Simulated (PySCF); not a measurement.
**Spin-rotation constants: SMILES C=C=C=CCCCC, C8H12**

Cartesian coordinates in Å; atom numbers follow the order of the lines, from 1:
```xyz
20

C     3.8098    1.2021    0.2633
C     2.9741    0.2601   -0.0895
C     2.1813   -0.6552   -0.4320
C     1.3414   -1.5987   -0.7835
C    -0.1499   -1.4796   -0.7153
C    -0.6257   -0.1373   -0.1694
C    -2.1485   -0.0547   -0.1048
C    -2.6169    1.2759    0.4707
H     4.8773    1.0648    0.1959
H     3.4630    2.1532    0.6354
H     1.7235   -2.5434   -1.1543
H    -0.5571   -1.6376   -1.7205
H    -0.5367   -2.2907   -0.0879
H    -0.2085    0.0099    0.8296
H    -0.2427    0.6649   -0.8042
H    -2.5623   -0.1822   -1.1084
H    -2.5303   -0.8698    0.5151
H    -2.2551    2.1027   -0.1366
H    -2.2387    1.4058    1.4824
H    -3.7033    1.3205    0.5012
```

The calculation used GIAO PBE/pcSseg-1 magnetisability, rotational g tensor and spin-rotation constants, non-relativistic, gas phase (PySCF). Geometry: GFN2-xTB.

**Question.** Give the nuclear spin-rotation constants along the inertial axes (H = +C I·J) beside the isotropic shieldings.

**Answer.** Rotational constants 3.2830, 0.9026, 0.7206 GHz. A star marks the isotopologue with that one atom substituted, in its own axes.
| atom | isotope | Caa (kHz) | Cbb (kHz) | Ccc (kHz) | mean (kHz) | σ (ppm) |
| --- | --- | --- | --- | --- | --- | --- |
| H9 | 1H | 0.266 | -0.090 | -0.079 | 0.032 | 26.2 |
| H10 | 1H | -0.272 | 0.057 | -0.079 | -0.098 | 26.2 |
| H11 | 1H | -0.255 | 0.065 | -0.076 | -0.088 | 25.3 |
| H12 | 1H | -0.281 | -0.065 | -0.015 | -0.120 | 29.2 |
| H13 | 1H | -0.275 | -0.065 | -0.016 | -0.119 | 29.2 |
| H14 | 1H | -0.290 | -0.068 | -0.018 | -0.125 | 30.1 |
| H15 | 1H | -0.288 | -0.067 | -0.018 | -0.124 | 30.0 |
| H16 | 1H | -0.293 | -0.077 | -0.012 | -0.127 | 30.2 |
| H17 | 1H | -0.290 | -0.073 | -0.015 | -0.126 | 30.3 |
| H18 | 1H | -0.316 | -0.067 | -0.020 | -0.135 | 30.6 |
| H19 | 1H | -0.322 | -0.073 | -0.015 | -0.136 | 30.6 |
| H20 | 1H | 0.095 | -0.102 | -0.079 | -0.028 | 30.3 |
| C1 | 13C* | 1.102 | 0.291 | 0.093 | 0.495 | 87.8 |
| C2 | 13C* | 1.389 | 0.382 | 0.259 | 0.677 | -2.5 |
| C3 | 13C* | 1.339 | 0.360 | 0.253 | 0.651 | 9.1 |
| C4 | 13C* | 1.213 | 0.360 | 0.111 | 0.561 | 59.2 |
| C5 | 13C* | 0.581 | 0.182 | 0.127 | 0.297 | 140.3 |
| C6 | 13C* | 0.540 | 0.162 | 0.135 | 0.279 | 146.3 |
| C7 | 13C* | 0.518 | 0.151 | 0.125 | 0.265 | 152.8 |
| C8 | 13C* | 0.485 | 0.121 | 0.114 | 0.240 | 165.0 |

For the geometry as given, no vibrational averaging.

**Question.** How do the rotational constants and the g tensor change when H9, H10, H11, H12, H13, H14, H15, H16, H17, H18, H19, H20 are replaced by deuterium?

**Answer.** Constants 2.6036, 0.7780, 0.6173 GHz; g -0.0165, -0.0070, -0.0010, against -0.0209, -0.0081, -0.0011 before.
